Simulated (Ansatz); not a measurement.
`[BH2][SnH2][C]#C` + `C[SiH](Cl)[SnH3]` → `B[SiH](Cl)[SnH3]` + `C#[C][SnH2][CH3]`  (redistribution)

Isolated molecules relaxed with PBE0-D4/def2-TZVP in Ansatz; ΔE leaves out vibrations. CCSD(T)/CBS adds triple-zeta CCSD(T) − MP2 to the extrapolated MP2 energy (def2 sets, frozen cores). Functionals use def2-TZVPP. Elements past krypton have def2 core potentials. For Sn outer-core shells are correlated without core-valence functions, which leaves a few kJ/mol of doubt a bond.

```
             level  ΔE (kcal/mol)  difference from CCSD(T)/CBS
         revPBE-D4           -0.4                         -4.7
         r2SCAN-D4            1.7                         -2.6
            B97M-V            2.0                         -2.3
          BHLYP-D4            9.9                          5.6
           ωB97X-V            7.6                          3.3
            revPBE            0.6                         -3.7
              BLYP            3.2                         -1.1
              PBE0            2.7                         -1.6
           r2SCAN0            4.3                          0.0
             BHLYP           10.4                          6.1
           LC-ωPBE            6.8                          2.5
     CCSD/def2-SVP            7.5                          3.2
     HF/def2-TZVPP           20.2                         15.9
SCS-MP2/def2-TZVPP            5.9                          1.6
   CCSD/def2-TZVPP            7.4                          3.1
    CCSD/CBS(def2)            7.2                          2.9
       CCSD(T)/CBS            4.3                            0
```

Largest T1 diagnostic among the species: 0.014.

At CCSD(T), def2-SVP lies +0.9 kcal/mol from the extrapolated value and def2-TZVPP +0.2 kcal/mol. From BLYP to BHLYP (50 % exact exchange), in def2-TZVPP and without D4, ΔE moves by +7.2 kcal/mol.
